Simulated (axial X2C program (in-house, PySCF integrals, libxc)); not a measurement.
## Correcting the dissociation energy of VBr⁺ for spin–orbit coupling

A spin-free CCSD(T) curve (one-electron X2C) was computed with an in-house relativistic program for diatomic molecules, basis Br dyall-cv3z [8s9p6d4f1g], V dyall-cv3z [10s10p6d4f2g] (cores contracted in-house), for the state M_S = 3/2, Λ = 0 (beyond evenly filled blocks: σα, δ+α, δ-α). It gives D0 = 3.174 eV to Br + V+, which in a spin-free picture are the weighted means of the ground terms.

Correlated methods: 11 electrons correlated (number of frozen shells: Br 3 s, 2 p, 1 d; V 3 s, 2 p), 295 virtual spin orbitals or spinors in MP2, 90 natural virtuals in coupled cluster.

Measured levels of the ground terms (NIST Handbook of Basic Atomic Spectroscopic Data), in cm⁻¹: Br 2P: J = 3/2 at 0, J = 1/2 at 3685.2; V+ 5D: J = 0 at 0, J = 1 at 36, J = 2 at 106.6, J = 3 at 208.9, J = 4 at 339.2.

The molecular state has Λ = 0, so it has no first-order lowering.

How far does each ground level lie under the (2J+1)-weighted mean of its term?

Br: (4 × 0 + 2 × 3685.2)/6 = 1228 cm⁻¹; V+: (1 × 0 + 3 × 36 + 5 × 106.6 + 7 × 208.9 + 9 × 339.2)/25 = 206 cm⁻¹.

Correct D0.

D0 = 3.174 + (0 − 1434)/8065.5 = 2.996 eV at CCSD(T) with these spin–orbit terms.

Second-order spin–orbit effects in the molecule, which grow quickly with Z, are left out. The state is one determinant whose occupation by symmetry is held fixed; it was picked as the lowest of a PBE0 search that is not exhaustive. De is counted from the lowest determinant-based energies of the atoms at the same level, without counterpoise correction. Coupled cluster ran in a truncated set of natural virtual spinors; the MP2 energy of the rest was added. (T) has no such correction and the atoms are truncated less, which lowers De at CCSD(T) by a hundredth of an eV or more. Other states lie close and PBE0, whose exact exchange favours high spin, may order them wrongly; the determinant shown need not be the ground state. The nearest other spin-free determinant of the search, M_S = 3/2, Λ = 1, lies 0.31 eV up at the distance of the search. The outer-core s and p shells of the metal are frozen in the correlated rows, which leaves out core–valence correlation; for alkali and alkaline-earth bonds that tends to lengthen them.
